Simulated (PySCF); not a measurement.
Level sweep

Species: selenium hexafluoride, SeF6.
SMILES with atom numbers: `[F:1][Se:2]([F:3])([F:4])([F:5])([F:6])[F:7]`

Structure used (PBE0-D3(BJ)/def2-SVP), in Å, numbered top down from 1:
```
atom  x, y, z in Å
F1    -0.322   -1.533    0.663
Se2    0.000    0.001   -0.004
F3     0.956   -0.727   -1.212
F4     1.374    0.145    0.995
F5    -1.373   -0.143   -1.002
F6     0.323    1.535   -0.671
F7    -0.955    0.729    1.204
```

PySCF, dipoles from the SCF density, polarisabilities from static response with core orbitals frozen. Isolated species at its PBE0-D3(BJ)/def2-SVP geometry, gas phase. Relativistic effects, spin–orbit coupling among them, are left out although an element past zinc is present.

Reference polarisability: 5.320 Å³ (measured, gas; NIST CCCBDB Release 22 (SRD 101), experimental polarizabilities). The anisotropy is √(½[(α1 − α2)² + (α2 − α3)² + (α3 − α1)²]).

| level | α (Å³) | error (%) | anisotropy (Å³) |
| --- | --- | --- | --- |
| LDA/def2-SVPD | 5.57 | +4.6 | 0.00 |
| PBE/def2-SVPD | 5.57 | +4.7 | 0.00 |
| B3LYP/def2-SVPD | 5.31 | -0.2 | 0.00 |
| PBE0/def2-SVPD | 5.23 | -1.7 | 0.00 |
| BHandHLYP/def2-SVPD | 4.98 | -6.3 | 0.00 |
| CAM-B3LYP/def2-SVPD | 5.25 | -1.3 | 0.00 |
| wB97X-D/def2-SVPD | 5.23 | -1.7 | 0.00 |
| LC-wPBE/def2-SVPD | 5.22 | -1.8 | 0.00 |
| HF/def2-SVPD | 4.60 | -13.5 | 0.00 |
| PBE0/6-31G* | 4.09 | -23.1 | 0.01 |
| PBE0/def2-SVP | 3.77 | -29.1 | 0.01 |
| PBE0/aug-cc-pVDZ | 5.17 | -2.8 | 0.00 |
| PBE0/def2-TZVP | 4.64 | -12.9 | 0.01 |
| PBE0/def2-TZVPD | 5.31 | -0.3 | 0.00 |

For the polarisability, the smallest error is 0.2% (B3LYP/def2-SVPD) and the largest 29.1% (PBE0/def2-SVP). The dipole stays under 0.05 D at every level. In one basis (def2-SVPD) the functionals order the polarisability from HF (lowest) to PBE (highest), a spread of 21%. With PBE0 the polarisability is 4.17 Å³ without diffuse functions (mean of 6-31G*, def2-SVP and def2-TZVP) and 5.24 Å³ with them (mean of aug-cc-pVDZ, def2-SVPD and def2-TZVPD). Measured values can belong to vibrating molecules; the computed ones are for one fixed geometry.
